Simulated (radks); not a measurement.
Radial electron density D(r) = 4 pi r^2 rho(r) of an atom or ion with 64 electrons. All-electron calculation, scalar-relativistic Kohn-Sham, PBE, spin-polarised, spherical densities, finite nucleus; Fermi nuclear charge, rms radius of each element as measured or else 0.836 A^(1/3) + 0.57 fm. Program: a radial shooting solver on a logarithmic mesh with Libxc functionals.

r (bohr)  D(r) (e/bohr)  spin D(r)
0.001048          4.750   0.000247
0.001421          7.729   0.000400
0.001925          12.36   0.000635
0.00261           19.30   0.000978
0.003537          29.19    0.00145
0.004832          42.69    0.00204
0.006548          58.32    0.00262
0.008874          73.78    0.00294
0.01203           84.61    0.00260
0.0163            86.54    0.00132
0.02209           80.56  -0.000497
0.02994           77.04   -0.00114
0.04058           88.69    0.00159
0.05499           110.0    0.00714
0.07453           113.4     0.0143
0.1018            92.75     0.0502
0.138             90.07      0.227
0.187             102.6      0.822
0.2535            75.57       2.31
0.3435            44.31       4.87
0.4655            51.16       7.20
0.6309            43.43       7.20
0.8551            21.70       5.23
1.159             12.70       2.94
1.571             7.760       1.33
2.129             3.079      0.784
2.908             1.043      0.677
3.941            0.4323      0.407
5.341            0.1154      0.115
7.239           0.01263     0.0126
9.81          0.0003789   0.000379

What is the nuclear charge?

Answer. Z = 65. The innermost maximum, from 1s, lies near gamma/Z bohr with gamma = sqrt(1 - (Z/c)^2) = 0.880, here 0.0135 bohr (found: 0.0148), and its height grows with Z. The density is that of the terbium ion Tb+ in [Xe] 4f8 5d1 6s1; the configuration itself is not fixed sharply by these data, and Z only to a few units. D(r) has 4 maxima, at r = 0.0148, 0.0661, 0.184, 0.504 bohr, and minima at 0.0285, 0.121, 0.360 bohr, inside which lie 1.94, 11.15, 29.31 electrons.
